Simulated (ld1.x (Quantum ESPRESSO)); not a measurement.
# oxygen (O): excitation energies, all-electron against PAW

| Quantity | Value |
| --- | --- |
| Element | oxygen (O) |
| Generator | ld1.x (Quantum ESPRESSO) 7.5 |
| Type | PAW |
| Functional | LDA (PZ) |
| Relativity | scalar-relativistic |
| Frozen core | [He] |
| Valence charge | 6 |
| Reference configuration | 2s2 2p4 |
| Partial waves | 2s (bound): rcut 0.75, rcutus 0.95 bohr; 2s channel at 2.95 Ry: rcut 0.75, rcutus 0.95 bohr; 2p (bound): rcut 1.30, rcutus 1.60 bohr; 2p channel at 0.25 Ry: rcut 1.30, rcutus 1.60 bohr; 3d channel at 0.15 Ry: rcut 1.60, rcutus 1.80 bohr; 3d channel at 1.3 Ry: rcut 1.60, rcutus 1.80 bohr |
| Local potential | all-electron potential smoothed inside 1.60 bohr (lloc = -1) |
| Core correction | a·sin(br)/r model core inside 1.00 bohr |
| Augmentation charge | BESSEL, radius 0.75 bohr |

Energies are relative to the spin-unpolarised reference configuration 2s2 2p4; without spin polarisation the order of configurations can differ from experiment. Spin-polarised rows fill each open shell by Hund’s rule, majority spin first. Not all tests gave a result: test run stopped at test 9 of 9 (negative rho). The frozen-core shift is the all-electron ΔE with the core orbitals held at their reference shape minus the fully relaxed ΔE.

| valence configuration | charge | ΔE all-electron (eV) | error AE − PS (meV) | frozen-core shift (meV) |
| --- | --- | --- | --- | --- |
| 2s2 2p3 | +1 | 16.584 | -1.6 | +0.1 |
| 2s2 2p2 | +2 | 50.292 | -11 | +1.3 |
| 2s2 2p1 | +3 | 104.255 | -33 | +7.3 |
| 2s1 2p5 | 0 | 14.584 | -0.1 | +0.5 |
| 2s0 2p6 | 0 | 29.228 | -1.0 | +2.0 |
| 2s1 2p4 | +1 | 31.422 | -2.0 | +0.7 |
| 2s2 2p3.5 | +0.5 | 6.366 | -0.4 | 0.0 |
| 2s2 2p4 (spin-polarised) | 0 | -1.409 | +0.3 | +1.5 |

Levels in the configuration 2s0 2p6:

| level | all-electron (eV) | pseudo (eV) |
| --- | --- | --- |
| 2p | -9.975 | -9.975 |
